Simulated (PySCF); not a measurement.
BClH, SMILES [BH]Cl (connectivity only; charge and spin as stated), charge +1, multiplicity 1.

Geometry: TPSSh-D3(BJ)/def2-TZVPD. The multiplicity is an assumed one; other spin states were not compared. The isomer is the one that the SMILES or the coordinates give; other isomers of the formula were not compared.

The numbers are results of TDDFT-PBE/def2-TZVPD in PySCF, not measurements.

Vertical excitations; the highest root listed may be one member of a degenerate set. Isolated molecule, no solvent. State labels are in the subgroup C2v.

Give excitation energies, oscillator strengths and character. (The exact figures need the calculation; the answer reports its results.)


| state | symmetry | energy (eV) | λ (nm) | f | main pairs |
|---|---|---|---|---|---|
| S1 | A2 | 6.85 | 181 | 0.000 | HOMO→LUMO 50 %, HOMO−1→LUMO+1 50 % |
| S2 | A2 | 6.99 | 177 | 0.000 | HOMO−1→LUMO+1, HOMO→LUMO (degenerate set) |
| S3 | A1 | 6.99 | 177 | 0.000 | HOMO−1→LUMO, HOMO→LUMO+1 (degenerate set) |
| S4 | B1 | 8.69 | 143 | 0.012 | HOMO−2→LUMO (degenerate set) |
| S5 | B2 | 8.69 | 143 | 0.012 | HOMO−2→LUMO+1 (degenerate set) |
| S6 | A1 | 9.28 | 134 | 0.322 | HOMO→LUMO+1 46 %, HOMO−1→LUMO 46 % |
| S7 | B1 | 10.76 | 115 | 0.004 | HOMO−1→LUMO+2, HOMO−3→LUMO (degenerate set) |
| S8 | B2 | 10.76 | 115 | 0.004 | HOMO→LUMO+2, HOMO−3→LUMO+1 (degenerate set) |
| S9 | B1 | 11.25 | 110 | 0.129 | HOMO−3→LUMO, HOMO−1→LUMO+2 (degenerate set) |
| S10 | B2 | 11.25 | 110 | 0.129 | HOMO−3→LUMO+1, HOMO→LUMO+2 (degenerate set) |
| T1 | A1 | 5.89 | 210 | 0 | HOMO−1→LUMO 50 %, HOMO→LUMO+1 50 % |
| T2 | A2 | 6.22 | 199 | 0 | HOMO→LUMO, HOMO−1→LUMO+1 (degenerate set) |
| T3 | A1 | 6.22 | 199 | 0 | HOMO→LUMO+1, HOMO−1→LUMO (degenerate set) |
| T4 | A2 | 6.85 | 181 | 0 | HOMO−1→LUMO+1 50 %, HOMO→LUMO 50 % |
Triplets are in the Tamm–Dancoff approximation, which puts them higher than full response would, so one can lie above its singlet here.
